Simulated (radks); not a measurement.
The zirconium ion Zr36+, configuration [He] 2s2 (the NIST ground configuration). All-electron calculation, non-relativistic Kohn-Sham, LB94 model potential, spin-polarised, spherical densities, point nucleus; relativity is left out, which matters for an element this heavy. Program: a radial shooting solver on a logarithmic mesh with Libxc functionals. Some entries of the table are withheld. Estimate them.

| orbital | occ. | eigenvalue (eV) | <r> (bohr) |
|---|---|---|---|
| 1s | 2 | -20567.71 | 0.03791 |
| 2s | 2 | -4851.557 | (1) |
| 2p | 0 | -4774.360 | 0.1312 |
| 3s | 0 | -2122.377 | (2) |

Answer. 
(1) 2s <r> (bohr): 0.1560
(2) 3s <r> (bohr): 0.3553
